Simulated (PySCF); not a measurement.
Record of a relaxation.

Species: C2H7FSi2.
Numbering: `[CH2:1]=[CH:2][Si@H:3]([F:4])[SiH3:5]` (hydrogens: H6, H7 on C1; H8 on C2; H9 on Si3; H10, H11, H12 on Si5)

Computed by this run: PBE0-D3(BJ)/def2-SVP geometry optimisation, gas phase in PySCF; density fitting, grid level 1; the optimiser is geomeTRIC in internal coordinates, started from a GFN2-xTB structure with every atom displaced at random (about 0.01 Å). The frame can shift and turn from step to step; on so coarse a grid that alone can change the energy by a few meV, and forces under 0.02 eV/Å are noise.

Step 0: E = -20640.2692 eV, largest atomic force 2.663 eV/Å
```
atom  x, y, z in Å  |  force x, y, z in eV/Å
C1     -1.818    0.799    0.747   -0.948   2.348   0.827
C2     -1.467   -0.359    0.272    1.601  -0.973  -1.019
Si3     0.009   -0.643   -0.850   -0.447  -0.591   0.869
F4      0.161   -2.258   -0.950    0.183  -0.590   0.096
Si5     2.023    0.156   -0.023   -0.031   0.253   0.334
H6     -2.706    0.956    1.376    0.085  -0.148   0.011
H7     -1.288    1.726    0.508    0.168   0.079  -0.003
H8     -2.030   -1.221    0.542   -0.686  -1.091   0.247
H9     -0.324   -0.283   -2.200   -0.104   0.665  -1.069
H10     2.530   -0.612    1.136   -0.097  -0.303   0.203
H11     1.862    1.544    0.455   -0.128   0.401   0.069
H12     3.089    0.166   -1.021    0.403  -0.050  -0.565
```

Step 1: E = -20640.4571 eV, largest atomic force 0.343 eV/Å
```
atom  x, y, z in Å  |  force x, y, z in eV/Å
C1     -1.750    0.801    0.795    0.183  -0.263  -0.124
C2     -1.420   -0.399    0.294   -0.259  -0.098   0.123
Si3    -0.009   -0.733   -0.874    0.118   0.096  -0.119
F4      0.210   -2.357   -0.941   -0.042   0.195  -0.021
Si5     1.964    0.236   -0.054    0.016  -0.094  -0.007
H6     -2.598    0.929    1.471   -0.096   0.028   0.062
H7     -1.181    1.705    0.558    0.020   0.070  -0.015
H8     -2.028   -1.275    0.583    0.059   0.163  -0.032
H9     -0.307   -0.250   -2.264   -0.022  -0.131   0.108
H10     2.401   -0.565    1.130    0.050   0.032   0.012
H11     1.717    1.645    0.384   -0.044   0.014  -0.014
H12     3.044    0.242   -1.088    0.019  -0.012   0.026
```

Step 2: E = -20640.4646 eV, largest atomic force 0.074 eV/Å
```
atom  x, y, z in Å  |  force x, y, z in eV/Å
C1     -1.731    0.789    0.789   -0.038  -0.047   0.042
C2     -1.435   -0.419    0.296    0.033  -0.005  -0.030
Si3    -0.014   -0.726   -0.872    0.027  -0.024  -0.010
F4      0.211   -2.344   -0.955    0.021   0.013  -0.020
Si5     1.959    0.240   -0.047   -0.005  -0.028   0.009
H6     -2.578    0.948    1.465   -0.002   0.020  -0.001
H7     -1.140    1.679    0.542   -0.010   0.007   0.011
H8     -2.052   -1.283    0.583   -0.007   0.063  -0.009
H9     -0.323   -0.258   -2.258   -0.020  -0.019   0.009
H10     2.410   -0.547    1.142    0.013   0.021   0.000
H11     1.692    1.648    0.384   -0.015   0.009  -0.011
H12     3.045    0.253   -1.075    0.004  -0.011   0.009
```

Step 3: E = -20640.4664 eV, largest atomic force 0.092 eV/Å
```
atom  x, y, z in Å  |  force x, y, z in eV/Å
C1     -1.743    0.785    0.800    0.022   0.087   0.017
C2     -1.434   -0.411    0.288    0.032  -0.014  -0.012
Si3    -0.006   -0.726   -0.875   -0.006   0.014   0.049
F4      0.216   -2.343   -0.953    0.013  -0.039   0.003
Si5     1.968    0.238   -0.049   -0.011   0.009   0.007
H6     -2.600    0.934    1.467    0.027  -0.028  -0.022
H7     -1.153    1.683    0.577   -0.013  -0.005   0.008
H8     -2.058   -1.271    0.561   -0.040  -0.052  -0.018
H9     -0.316   -0.272   -2.263   -0.017   0.020  -0.024
H10     2.418   -0.527    1.154   -0.006   0.010   0.002
H11     1.694    1.653    0.358   -0.002   0.004  -0.010
H12     3.060    0.237   -1.070    0.000  -0.007   0.000
```

Step 4: E = -20640.4679 eV, largest atomic force 0.056 eV/Å
```
atom  x, y, z in Å  |  force x, y, z in eV/Å
C1     -1.735    0.781    0.804   -0.002   0.029   0.030
C2     -1.435   -0.412    0.280    0.048   0.004  -0.013
Si3    -0.004   -0.729   -0.876   -0.011   0.005   0.030
F4      0.222   -2.347   -0.951    0.010  -0.033   0.006
Si5     1.964    0.243   -0.048   -0.006   0.024  -0.002
H6     -2.597    0.922    1.466    0.013   0.010  -0.007
H7     -1.139    1.680    0.601   -0.005  -0.020  -0.003
H8     -2.071   -1.268    0.540   -0.034  -0.038  -0.021
H9     -0.314   -0.279   -2.266   -0.006   0.017  -0.018
H10     2.412   -0.503    1.168   -0.011   0.004   0.007
H11     1.681    1.662    0.338    0.005   0.002  -0.009
H12     3.062    0.232   -1.062    0.000  -0.003  -0.002
```

Step 5: E = -20640.4733 eV, largest atomic force 0.119 eV/Å
```
atom  x, y, z in Å  |  force x, y, z in eV/Å
C1     -1.690    0.746    0.831   -0.001  -0.119   0.012
C2     -1.446   -0.430    0.237   -0.015   0.053   0.068
Si3     0.009   -0.752   -0.883   -0.029  -0.050  -0.058
F4      0.259   -2.368   -0.940   -0.002   0.022   0.014
Si5     1.934    0.278   -0.036    0.022   0.074  -0.043
H6     -2.569    0.895    1.465   -0.069   0.022   0.037
H7     -1.033    1.617    0.724    0.042  -0.015  -0.042
H8     -2.150   -1.257    0.409    0.007   0.038  -0.031
H9     -0.298   -0.319   -2.282    0.040  -0.013   0.019
H10     2.356   -0.363    1.244   -0.033  -0.017   0.028
H11     1.604    1.716    0.230    0.040  -0.004   0.003
H12     3.069    0.216   -1.006   -0.003   0.009  -0.007
```

Step 6: E = -20640.4809 eV, largest atomic force 0.204 eV/Å
```
atom  x, y, z in Å  |  force x, y, z in eV/Å
C1     -1.642    0.675    0.886   -0.066  -0.192  -0.021
C2     -1.464   -0.443    0.169   -0.034   0.046   0.090
Si3     0.032   -0.777   -0.889   -0.060  -0.085  -0.075
F4      0.315   -2.390   -0.903   -0.006   0.068   0.016
Si5     1.897    0.340   -0.025    0.052   0.102  -0.086
H6     -2.557    0.836    1.462   -0.070   0.051   0.059
H7     -0.901    1.480    0.942    0.059  -0.016  -0.054
H8     -2.262   -1.201    0.184    0.054   0.077  -0.028
H9     -0.249   -0.386   -2.308    0.066  -0.031   0.047
H10     2.246   -0.131    1.347   -0.049  -0.029   0.040
H11     1.539    1.795    0.038    0.061   0.000   0.021
H12     3.091    0.181   -0.909   -0.007   0.007  -0.010
```

Step 7: E = -20640.4948 eV, largest atomic force 0.235 eV/Å
```
atom  x, y, z in Å  |  force x, y, z in eV/Å
C1     -1.607    0.505    0.989   -0.087  -0.185  -0.115
C2     -1.493   -0.434    0.039   -0.120   0.060   0.062
Si3     0.079   -0.797   -0.887   -0.087  -0.129  -0.071
F4      0.399   -2.401   -0.802    0.015   0.111   0.015
Si5     1.850    0.459   -0.015    0.078   0.110  -0.144
H6     -2.570    0.711    1.464   -0.058   0.052   0.076
H7     -0.767    1.112    1.343    0.081  -0.008  -0.036
H8     -2.402   -0.989   -0.244    0.116   0.061   0.038
H9     -0.129   -0.496   -2.342    0.069  -0.020   0.077
H10     2.011    0.314    1.461   -0.045  -0.034   0.051
H11     1.538    1.892   -0.331    0.038  -0.004   0.051
H12     3.138    0.102   -0.682   -0.001  -0.015  -0.003
```

Step 8: E = -20640.5015 eV, largest atomic force 0.103 eV/Å
```
atom  x, y, z in Å  |  force x, y, z in eV/Å
C1     -1.606    0.477    0.998   -0.043  -0.080  -0.030
C2     -1.506   -0.434    0.021   -0.047   0.028   0.009
Si3     0.077   -0.793   -0.888   -0.058  -0.065  -0.055
F4      0.414   -2.392   -0.784    0.018   0.075   0.015
Si5     1.841    0.482   -0.020    0.042   0.048  -0.070
H6     -2.561    0.698    1.484   -0.025   0.020   0.029
H7     -0.745    1.046    1.366    0.020  -0.005  -0.018
H8     -2.419   -0.965   -0.289    0.061   0.033   0.033
H9     -0.107   -0.505   -2.346    0.033  -0.024   0.035
H10     1.963    0.357    1.464   -0.016  -0.019   0.016
H11     1.557    1.913   -0.360    0.022   0.002   0.034
H12     3.138    0.095   -0.652   -0.005  -0.013   0.003
```

Step 9: E = -20640.5050 eV, largest atomic force 0.070 eV/Å
```
atom  x, y, z in Å  |  force x, y, z in eV/Å
C1     -1.627    0.508    0.981    0.025   0.029   0.044
C2     -1.513   -0.439    0.044    0.040  -0.033  -0.047
Si3     0.063   -0.779   -0.892   -0.001   0.069   0.012
F4      0.413   -2.373   -0.787    0.012  -0.018   0.015
Si5     1.856    0.471   -0.033   -0.026  -0.028   0.036
H6     -2.572    0.711    1.499    0.023  -0.008  -0.020
H7     -0.776    1.132    1.282   -0.024   0.006   0.013
H8     -2.402   -1.033   -0.206   -0.032  -0.011  -0.013
H9     -0.120   -0.490   -2.346   -0.025  -0.020  -0.022
H10     2.000    0.251    1.440    0.007   0.003  -0.016
H11     1.592    1.924   -0.274    0.010   0.013   0.001
H12     3.133    0.095   -0.713   -0.010  -0.002  -0.004
```

Step 10: E = -20640.5062 eV, largest atomic force 0.054 eV/Å
```
atom  x, y, z in Å  |  force x, y, z in eV/Å
C1     -1.627    0.464    1.003    0.019   0.031   0.026
C2     -1.519   -0.429    0.013    0.013  -0.011  -0.027
Si3     0.072   -0.774   -0.893    0.010   0.053  -0.003
F4      0.432   -2.363   -0.757    0.021  -0.026   0.018
Si5     1.849    0.498   -0.034   -0.027  -0.016   0.024
H6     -2.581    0.674    1.501    0.013  -0.014  -0.008
H7     -0.765    1.035    1.368   -0.015   0.005   0.006
H8     -2.422   -0.970   -0.298   -0.024  -0.010  -0.011
H9     -0.095   -0.516   -2.355   -0.023  -0.007  -0.014
H10     1.948    0.346    1.451    0.012  -0.003  -0.009
H11     1.615    1.943   -0.348    0.001   0.002   0.002
H12     3.138    0.072   -0.657    0.001  -0.003  -0.003
```

Step 11: E = -20640.5068 eV, largest atomic force 0.026 eV/Å
```
atom  x, y, z in Å  |  force x, y, z in eV/Å
C1     -1.628    0.465    1.001    0.006   0.005   0.004
C2     -1.519   -0.429    0.012   -0.003   0.005  -0.006
Si3     0.071   -0.771   -0.894    0.002   0.023  -0.011
F4      0.437   -2.359   -0.753    0.015  -0.012   0.012
Si5     1.849    0.498   -0.033   -0.011  -0.003   0.008
H6     -2.582    0.670    1.501    0.001  -0.004  -0.003
H7     -0.769    1.042    1.365   -0.002   0.001   0.004
H8     -2.421   -0.973   -0.297   -0.005  -0.002  -0.002
H9     -0.101   -0.518   -2.357   -0.009  -0.005  -0.003
H10     1.953    0.338    1.451    0.005  -0.005  -0.003
H11     1.619    1.945   -0.340    0.001  -0.001   0.003
H12     3.135    0.071   -0.661    0.001  -0.001  -0.003
```

Step 12: E = -20640.5071 eV, largest atomic force under 0.02 eV/Å
```
atom  x, y, z in Å  |  force x, y, z in eV/Å
C1     -1.631    0.467    0.999   -0.004  -0.008  -0.004
C2     -1.520   -0.428    0.010   -0.004   0.005   0.005
Si3     0.071   -0.765   -0.897   -0.003  -0.005  -0.003
F4      0.447   -2.351   -0.745    0.004   0.000   0.001
Si5     1.849    0.499   -0.033    0.004   0.004  -0.003
H6     -2.585    0.666    1.501   -0.003   0.002   0.003
H7     -0.775    1.049    1.361    0.003   0.000  -0.002
H8     -2.420   -0.978   -0.295    0.004   0.007  -0.002
H9     -0.108   -0.523   -2.361    0.002  -0.002   0.003
H10     1.960    0.322    1.448    0.000  -0.005   0.001
H11     1.627    1.950   -0.324   -0.002  -0.001   0.002
H12     3.131    0.071   -0.671    0.000   0.004  -0.002
```

Question: Summarise the path.

Answer: The energy falls by 0.2380 eV from step 0 to step 12; nine tenths of that is first reached at step 7. It falls at every step. The largest force goes from 2.663 to under 0.02 eV/Å. Among the bonds Si3–H9 changes most, from 1.436 to 1.495 Å; the atoms move by 0.645 Å rms after alignment.

Question: Follow the three bonds and two angles with the largest change from start to end.

Answer: 
```json
{"step": "0", "E above end (eV)": "0.2380", "largest force (eV/Å)": "2.663", "Si3–H9 (Å)": "1.436", "C1=C2 (Å)": "1.300", "C2–H8 (Å)": "1.064", "Si5–Si3–H9 (°)": "116.8", "C2–Si3–F4 (°)": "105.1"}
{"step": "1", "E above end (eV)": "0.0501", "largest force (eV/Å)": "0.343", "Si3–H9 (Å)": "1.502", "C1=C2 (Å)": "1.341", "C2–H8 (Å)": "1.104", "Si5–Si3–H9 (°)": "110.9", "C2–Si3–F4 (°)": "107.7"}
{"step": "2", "E above end (eV)": "0.0426", "largest force (eV/Å)": "0.074", "Si3–H9 (Å)": "1.495", "C1=C2 (Å)": "1.338", "C2–H8 (Å)": "1.100", "Si5–Si3–H9 (°)": "111.8", "C2–Si3–F4 (°)": "107.4"}
{"step": "3", "E above end (eV)": "0.0407", "largest force (eV/Å)": "0.092", "Si3–H9 (Å)": "1.493", "C1=C2 (Å)": "1.337", "C2–H8 (Å)": "1.097", "Si5–Si3–H9 (°)": "112.1", "C2–Si3–F4 (°)": "107.5"}
{"step": "4", "E above end (eV)": "0.0393", "largest force (eV/Å)": "0.056", "Si3–H9 (Å)": "1.493", "C1=C2 (Å)": "1.338", "C2–H8 (Å)": "1.097", "Si5–Si3–H9 (°)": "112.2", "C2–Si3–F4 (°)": "107.6"}
{"step": "5", "E above end (eV)": "0.0338", "largest force (eV/Å)": "0.119", "Si3–H9 (Å)": "1.496", "C1=C2 (Å)": "1.340", "C2–H8 (Å)": "1.100", "Si5–Si3–H9 (°)": "112.3", "C2–Si3–F4 (°)": "108.1"}
{"step": "6", "E above end (eV)": "0.0262", "largest force (eV/Å)": "0.204", "Si3–H9 (Å)": "1.499", "C1=C2 (Å)": "1.340", "C2–H8 (Å)": "1.101", "Si5–Si3–H9 (°)": "112.0", "C2–Si3–F4 (°)": "108.7"}
{"step": "7", "E above end (eV)": "0.0123", "largest force (eV/Å)": "0.235", "Si3–H9 (Å)": "1.500", "C1=C2 (Å)": "1.341", "C2–H8 (Å)": "1.103", "Si5–Si3–H9 (°)": "111.0", "C2–Si3–F4 (°)": "109.3"}
{"step": "8", "E above end (eV)": "0.0056", "largest force (eV/Å)": "0.103", "Si3–H9 (Å)": "1.497", "C1=C2 (Å)": "1.339", "C2–H8 (Å)": "1.101", "Si5–Si3–H9 (°)": "110.4", "C2–Si3–F4 (°)": "109.4"}
{"step": "9", "E above end (eV)": "0.0021", "largest force (eV/Å)": "0.070", "Si3–H9 (Å)": "1.494", "C1=C2 (Å)": "1.338", "C2–H8 (Å)": "1.098", "Si5–Si3–H9 (°)": "110.3", "C2–Si3–F4 (°)": "109.1"}
{"step": "10", "E above end (eV)": "0.0009", "largest force (eV/Å)": "0.054", "Si3–H9 (Å)": "1.494", "C1=C2 (Å)": "1.338", "C2–H8 (Å)": "1.098", "Si5–Si3–H9 (°)": "110.4", "C2–Si3–F4 (°)": "109.1"}
{"step": "11", "E above end (eV)": "0.0004", "largest force (eV/Å)": "0.026", "Si3–H9 (Å)": "1.494", "C1=C2 (Å)": "1.338", "C2–H8 (Å)": "1.098", "Si5–Si3–H9 (°)": "110.8", "C2–Si3–F4 (°)": "109.1"}
{"step": "12", "E above end (eV)": "0.0000", "largest force (eV/Å)": "under 0.02", "Si3–H9 (Å)": "1.495", "C1=C2 (Å)": "1.339", "C2–H8 (Å)": "1.099", "Si5–Si3–H9 (°)": "111.3", "C2–Si3–F4 (°)": "109.1"}
```

The cost below is that of the whole optimisation. Time: 64 s wall; peak memory 0.46 GiB. Hardware: one thread of an Arm Neoverse V1, no GPU, shared host with 32 logical CPUs at a one-minute load of 28.
